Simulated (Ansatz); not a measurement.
F₃H₃MoO₃, SMILES `[OH][Mo]([OH])([OH])([F])([F])[F]` at its PBE0-D4/def2-TZVP geometry, where that method's forces vanish. Charge 0, multiplicity 1. Mo: def2 effective core potential.

```xyz
10

O     0.3824   -1.2417   -1.3025
Mo    0.0934    0.0921   -0.0629
O    -0.7972    1.4242    0.8489
O     1.7202    0.1086    0.8084
F     0.7724    1.3368   -1.2330
F    -1.6768   -0.1307   -0.7570
F    -0.3471   -1.1618    1.2492
H    -0.3409   -1.5816   -1.8412
H    -1.7383    1.5766    0.7075
H     1.9319   -0.4225    1.5827
```

(1) What forces (eV/Å) does PBE-D4/def2-TZVPP give on these atoms in the Gaussian-basis code of Ansatz? (An estimate is asked.)

Results:

(1) Computed: 
```
O1   0.540 -0.536 -0.370
Mo2 -0.258 -0.050 -0.075
O3   0.028  0.627  0.569
O4   0.732  0.253  0.087
F5   0.308  0.546 -0.508
F6  -0.556 -0.064 -0.229
F7  -0.173 -0.472  0.490
H8  -0.317 -0.146 -0.236
H9  -0.410  0.066 -0.065
H10  0.107 -0.224  0.337
```
